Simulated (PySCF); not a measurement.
Computed shifts of a molecule C₂H₁₃NOSi₃, PySCF with PBE/pcSseg-1, GIAO, gas phase, equivalent atoms averaged, in ppm (number of nuclei): ¹³C: 5.6 (2). ²⁹Si: 12.4 (1), -40.9 (1), -60.6 (1). ¹⁵N: 29.6 (1). ¹H: 5.66 (3), 5.18 (3), 0.75 (6), 0.32 (1). References: ¹³C against TMS (σ = 182.0 ppm); ²⁹Si against TMS (σ = 335.4 ppm); ¹⁵N against NH3 (σ = 267.0 ppm); ¹⁷O against H2O (σ = 334.3 ppm); ¹H against TMS (σ = 31.49 ppm), references at their B3LYP-D3(BJ)/def2-TZVP geometries, non-relativistic. The structure is a stationary point at PBE-D3(BJ)/def2-SVP. One conformer was computed; it need not be the lowest.

Q: Which structure fits?
A. C[Si@@](O)(CN)[SiH2][SiH3]
B. C[SiH2]O[Si@H](C)N[SiH3]
C. CC[Si@H](O)[SiH2][SiH2]N
D. C[Si](C)(N[SiH3])O[SiH3]

A: D, C[Si](C)(N[SiH3])O[SiH3]
